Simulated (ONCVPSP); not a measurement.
## bismuth: one change to an ONCV potential, before and after

ONCVPSP 4.0.1 input, shortened (lines: element, Z, core and valence counts, functional; n l f; lmax; l rc ep ncon nbas qcut; lloc lpopt rc5 dvloc0; l nproj debl; icmod fcfact rcfact), revPBE, scalar-relativistic:

```
  Bi 83.00   12    3  -102130      upf
    1    0    2.00
    2    0    2.00
    2    1    6.00
    3    0    2.00
    3    1    6.00
    3    2   10.00
    4    0    2.00
    4    1    6.00
    4    2   10.00
    4    3   14.00
    5    0    2.00
    5    1    6.00
    5    2   10.00
    6    0    2.00
    6    1    3.00
    2
    0    1.90    0.00    4    8    2.70
    1    2.25    0.00    4    7    3.30
    2    1.10    0.00    3    7    8.20
    4    2    0.70    0.00
    0    2    1.50
    1    2    3.10
    2    3    2.40
    3    2.75    1.60
```

All-electron outer shells of the reference configuration (revPBE, scalar-relativistic, ld1.x):

```csv
shell,level (eV),outermost node (bohr),outermost maximum (bohr)
4f,-152.53,–,0.34
5p,-95.82,0.48,0.86
5d,-27.05,0.51,1.03
6s,-14.41,0.98,1.88
6p,-4.51,1.14,2.47
```

Change: s: debl 4.25.

Cutoffs: the cutoffs (Ha) at which the residual kinetic energy of the hardest occupied pseudo-wave falls to 1 and 0.1 mHa per electron; they do not see the model core or the augmentation charge, which bear on the density cutoff. Errors are all-electron minus pseudo energies relative to the spin-unpolarised reference configuration.

Q: How do hardness, ghosts and transferability respond?

A: The potential gets neither clearly harder nor softer (38 Ha and 71 Ha → 38 Ha and 71 Ha); both files keep a bound ghost (p, s); the errors of the 4 common tests hardly move; the range in which the s phases agree widens (upper end 2.2 → 4.0).

```tsv
quantity	base	changed
cutoff, loose	38 Ha	38 Ha
cutoff, tight	71 Ha	71 Ha
bound ghosts	s, p	s, p
GHOST(+) flags under 300 eV	s at 61.3 eV	s at 110.1 eV
error for 5d10 6s2 6p2, meV [ΔE 7.84 eV]	-4.4	-4.4
error for 5d10 6s2 6p1, meV [ΔE 22.99 eV]	-18	-18
error for 5d10 6s2 6p0, meV [ΔE 46.20 eV]	-55	-54
error for 5d9 6s2 6p3, meV [ΔE 33.29 eV]	-149	-151
s: phases at 1.93 bohr within 0.05 rad from the reference energy up to (Ha; the scan ends near 5)	2.2	4.0
p: phases at 2.28 bohr within 0.05 rad from the reference energy up to (Ha; the scan ends near 5)	3.8	3.8
d: phases at 1.12 bohr within 0.05 rad from the reference energy up to (Ha; the scan ends near 5)	to the end of the scan	to the end of the scan
rms error of d²Exc/dni dnj with the model core, mHa	0.34	0.34
```

 A true bound ghost makes a file unfit for plane-wave use even where its test errors are small: the radial tests pick states by their node count and pass the ghost by.
